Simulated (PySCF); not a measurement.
Labels have come off several samples. The candidates:

A. `InChI=1S/C4F3NO/c5-2-3(6)9-4(2,7)1-8/t4-/m1/s1`
B. `C1=COC=C1P=C=O`
C. `C/C=C(\C)C(=O)O`

Spectrum 1. $^{13}$C{$^{1}$H} NMR (computed): δ 155.9 (C, ddd, J = 436.2, 20.7, 1.9 Hz), 125.7 (C, ddd, J = 416.1, 23.8, 1.9 Hz), 115.5 (C, dd, J = 45.8, 3.2 Hz), 100.4 (C, ddd, J = 337.7, 20.1, 17.8 Hz).

Spectrum 2. $^{13}$C{$^{1}$H} NMR (computed): δ 171.5 (C), 148.1 (CH), 133.4 (C), 18.4 (CH3), 14.6 (CH3).

Spectrum 3. $^{13}$C{$^{1}$H} NMR (computed): δ 234.0 (C), 153.2 (CH), 149.0 (CH), 119.8 (CH), 105.2 (C).

- structure optimised with GFN2-xTB
- B3LYP/pcJ-1 coupling constants
- shielding tensors at PBE0/pcSseg-1 (GIAO)
- run in PySCF 2.14
- gas phase, averaged over atoms made equivalent by symmetry, fast rotation or ring inversion, no relativistic terms, one computed conformer

References, each an isolated molecule treated in the same way: TMS for $^{13}$C (σ = 186.93 ppm). Splittings of carbon signals by F and P are missing where no couplings were computed. One-bond C–F couplings are unscaled and too large by tens of Hz. Acid and N–H amide carbonyl carbons lie up to 10 ppm further downfield in solution (hydrogen bonding). Shifts are as computed. Against solution values, carbons near 30 ppm lie about +3 ppm off and those near 130 ppm about +5 ppm. Of 1211 compounds with measured shifts, 218 miss one by over three times the rms of a fit or turn the order of signals round; such compounds aren't used in these exercises.

Which spectrum belongs to which compound?

## Answers

1–A, 2–C, 3–B.

- Spectrum 1 (A): 4 $^{13}$C signals; δC 155.9 is an alkene carbon bearing oxygen; δC 115.5 is a nitrile carbon.
- Spectrum 2 (C): 5 $^{13}$C signals; δC 171.5 is a carboxylic acid carbon; δC 148.1 is a β carbon of a C=C–C=O unit.
- Spectrum 3 (B): 5 $^{13}$C signals; δC 234.0 is a central carbon of a heterocumulene; δC 153.2 is an aromatic CH next to the ring oxygen.
